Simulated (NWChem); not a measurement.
System meant: SbCl₄ cation; SMILES [Cl][Sb+]([Cl])([Cl])[Cl]

Here is an NWChem input.

```
start job
memory heap 200 mb stack 900 mb global 1100 mb
charge 1
geometry units angstroms noautoz
  Sb    -0.000010    -0.000022    -0.000002
  Cl    -1.854879     1.303376     0.143613
  Cl     1.843573     1.319548    -0.141253
  Cl     0.148077    -1.312556     1.848062
  Cl    -0.136805    -1.310449    -1.850430
end
basis spherical
  * library def2-svp
end
ecp
  Sb library def2-ecp
end
dft
  xc xpbe96 cpbe96
  iterations 4
  mulliken
end
task dft energy
```

End of the output:

```
    Atom       Charge   Shell Charges
 -----------   ------   -------------------------------------------------------
    1 Sb  23    22.60   1.29  0.66  0.94  0.46  2.79  3.07  1.50  1.08  9.53  1.28
    2 Cl  17    16.85   2.00  1.96  1.09  0.79  5.81  2.21  2.96  0.02
    3 Cl  17    16.85   2.00  1.96  1.09  0.79  5.81  2.21  2.96  0.02
    4 Cl  17    16.85   2.00  1.96  1.09  0.79  5.81  2.21  2.96  0.02
    5 Cl  17    16.85   2.00  1.96  1.09  0.79  5.81  2.21  2.96  0.02

 center of mass
 --------------
 x =  -0.00000003 y =   0.00000011 z =  -0.00000010

 moments of inertia (a.u.)
 ------------------
        1718.300505787309          -0.000000000001           0.000000000000
          -0.000000000001        1718.291567250386           0.000000000000
           0.000000000000           0.000000000000        1718.303978026273

     Multipole analysis of the density
     ---------------------------------

     L   x y z        total         alpha         beta         nuclear
     -   - - -        -----         -----         ----         -------
     0   0 0 0      1.000000    -45.000000    -45.000000     91.000000

     1   1 0 0     -0.000005     -0.000010     -0.000010      0.000016
     1   0 1 0      0.000004      0.000027      0.000027     -0.000050
     1   0 0 1     -0.000012     -0.000029     -0.000029      0.000045

     2   2 0 0    -47.575011   -232.623481   -232.623481    417.671952
     2   1 1 0      0.000000      0.000000      0.000000      0.000000
     2   1 0 1     -0.000002     -0.000001     -0.000001     -0.000000
     2   0 2 0    -47.574974   -232.625636   -232.625636    417.676297
     2   0 1 1      0.000027      0.000014      0.000014      0.000000
     2   0 0 2    -47.575053   -232.622658   -232.622658    417.670264

 ------------------------------------------------------------------------
 dft energy failed                                                                                  0
 ------------------------------------------------------------------------
 ------------------------------------------------------------------------
  current input line :
    22: task dft energy
 ------------------------------------------------------------------------
 ------------------------------------------------------------------------
 This type of error is most commonly associated with calculations not reaching convergence criteria
 ------------------------------------------------------------------------
 For more information see the NWChem manual at https://nwchemgit.github.io

0:dft energy failed:Received an Error in Communication
```

Problem. What is wrong, and how is it mended?

Solution. The run did not converge; its last values are not results. Cause: the SCF was allowed too few iterations. This input runs:
```
start job
memory heap 200 mb stack 900 mb global 1100 mb
charge 1
geometry units angstroms noautoz
  Sb    -0.000010    -0.000022    -0.000002
  Cl    -1.854879     1.303376     0.143613
  Cl     1.843573     1.319548    -0.141253
  Cl     0.148077    -1.312556     1.848062
  Cl    -0.136805    -1.310449    -1.850430
end
basis spherical
  Sb library def2-svp
  Cl library def2-svp
end
ecp
  Sb library def2-ecp
end
dft
  xc xpbe96 cpbe96
  iterations 150
  mulliken
end
task dft energy
```
It converges to -2079.49638 Ha (PBE/def2-SVP with def2 effective core potentials on Sb).
